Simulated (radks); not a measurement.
Tl9+, 72 electrons, occupied as [Xe] 4f14 5d(3/2: 4, 5/2: 0).

Calculated with a radial shooting solver on a logarithmic mesh with Libxc functionals: Dirac Kohn-Sham, relativistic LDA (MacDonald-Vosko exchange, VWN5 correlation), spin-unpolarised, spherical densities, finite nucleus; Fermi nuclear charge, rms radius 5.4759 fm.

Energy parts (hartree):
| part | energy |
|---|---|
| total | -20207.6372 |
| kinetic | 23302.4824 |
| electron-nucleus | -50621.4681 |
| Hartree | 7433.6613 |
| exchange-correlation | -322.3128 |

Orbitals (lengths in bohr, moments of r in powers of bohr; <r^-3> diverges for s and p1/2; r(max) is where P^2 peaks; r(90%) holds 90 % of the orbital's charge):
orbital	occ.	eigenvalue (hartree)	<r^-3>	<r>	r(max)	r(90%)
1s1/2	2	-3122.259	-	0.01640	0.01009	0.0300
2s1/2	2	-560.6695	-	0.06836	0.05863	0.107
2p1/2	2	-539.0106	-	0.05611	0.04297	0.0937
2p3/2	4	-464.1579	22190	0.06486	0.05054	0.105
3s1/2	2	-138.0245	-	0.1777	0.1648	0.262
3p1/2	2	-128.1453	-	0.1679	0.1535	0.253
3p3/2	4	-111.4815	5216	0.1839	0.1689	0.275
3d3/2	4	-95.02184	917.2	0.1597	0.1310	0.248
3d5/2	6	-91.43994	753.4	0.1646	0.1352	0.255
4s1/2	2	-34.96095	-	0.3926	0.3705	0.563
4p1/2	2	-30.68253	-	0.3939	0.3679	0.572
4p3/2	4	-26.61383	1277	0.4281	0.3992	0.621
4d3/2	4	-19.58097	203.3	0.4333	0.3904	0.646
4d5/2	6	-18.81634	163.2	0.4443	0.4000	0.662
4f5/2	6	-9.68432	35.58	0.4608	0.3545	0.732
4f7/2	8	-9.51346	33.76	0.4670	0.3590	0.742
5s1/2	2	-9.98775	-	0.8589	0.8034	1.22
5p1/2	2	-8.49212	-	0.9080	0.8395	1.30
5p3/2	4	-7.67031	258.8	0.9829	0.9102	1.40
5d3/2	4	-5.46202	32.63	1.134	1.025	1.64
5d5/2	0	-5.34046	26.24	1.159	1.049	1.68

The highest occupied level is 5d3/2 at -148.63 eV. For comparison, the ionisation energy in NIST's Atomic Spectra Database is 158 eV (theoretical). In exact Kohn-Sham theory the highest level is minus the ionisation energy, but local and semilocal functionals leave it too shallow, through self-interaction and a potential that decays too fast; potentials with the right tail come closer. Summed over all electrons, <r^2> = 21.66 bohr^2, which gives a Langevin (diamagnetic) susceptibility term of -17.2 x 10^-6 cm^3/mol. The electron density at the nucleus is 2.483e+06 e/bohr^3. The density falls to 0.001 e/bohr^3 at r = 2.45 bohr.

Beside tabulated values, note that spin-unpolarised runs miss the spin-polarisation part of the exchange energy of open shells.
